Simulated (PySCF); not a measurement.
Compound: 3-(trifluoromethyl)phenol, C₇H₅F₃O.
Geometry (PBE0-D3(BJ)/def2-SVP, Å), atoms numbered from 1 in this order:
```
atom  x, y, z in Å
O1    -2.473   -1.578    0.252
C2    -1.501   -0.654    0.126
C3    -1.884    0.686    0.009
C4    -0.914    1.674   -0.117
C5     0.441    1.350   -0.129
C6     0.816    0.012   -0.014
C7     2.273   -0.357   -0.073
F8     3.026    0.499    0.623
F9     2.502   -1.582    0.414
F10    2.730   -0.344   -1.330
C11   -0.144   -0.989    0.114
H12   -2.079   -2.454    0.325
H13   -2.948    0.929    0.023
H14   -1.223    2.718   -0.204
H15    1.201    2.128   -0.221
H16    0.168   -2.032    0.210
```

Definitions: NICS(0) = −σiso at the ring centroid; NICS(1) = −σiso and NICS(1)zz = −σzz at ±1 Å along the ring normal z. Level: GIAO PBE0/pcSseg-1 (PySCF, non-relativistic, gas phase) on the PBE0-D3(BJ)/def2-SVP geometry, one conformer.

Ring bond lengths (Å), with Mayer bond orders in brackets: C2–C3 1.399 (1.39), C3–C4 1.390 (1.46), C4–C5 1.394 (1.42), C5–C6 1.395 (1.38), C6–C11 1.393 (1.39), C11–C2 1.398 (1.35).

Q: Give the NICS values of each ring in ppm.

A: 
```json
{"ring": "C2–C3–C4–C5–C6–C11", "type": "6-membered carbocycle; formal bonds all aromatic", "NICS(0)": "-9.9", "NICS(1), two faces": "-11.1 / -11.2", "NICS(1)zz, two faces": "-26.4 / -26.7", "rms pucker (Å)": "0.00", "centre to ring atoms, mean (Å)": "1.39"}
```

Q: What do they say, and how far can they be read as aromaticity?

A: 
- C2–C3–C4–C5–C6–C11: mean NICS(1)zz -26.6 ppm, shielded. For a flat ring without four-coordinate atoms the NICS criterion counts such a value as aromatic.

Q: And the bond-length index? HOMA = 1 − mean of α(R − Ropt)² over the ring bonds, with Krygowski's 1993 parameters (CC: Ropt 1.388 Å, α 257.7 Å⁻²).

A: 
- C2–C3–C4–C5–C6–C11: HOMA 0.99 = 1 − EN − GEO, with mean bond length 1.395 Å, EN = α(Ropt − mean)² = 0.012 and GEO = α × variance = 0.002. The geometric and the magnetic index point the same way.

Q: How do the values depend on the level or the medium?

A: 
```tsv
level	NICS(0), C2–C3–C4–C5–C6–C11	mean NICS(1)zz, C2–C3–C4–C5–C6–C11
PBE0/pcSseg-1, gas	-9.9	-26.6
wB97X-D/pcSseg-2, gas	-9.7	-26.6
```

The geometry is the same throughout.

The run took 36 s wall, 89 s CPU (grids of density and orbitals included) on AMD EPYC 7R43, 2 threads (shared host), and the process peaked at 1.8 GiB of memory. This is the whole shielding run at PBE0/pcSseg-1, SCF included.
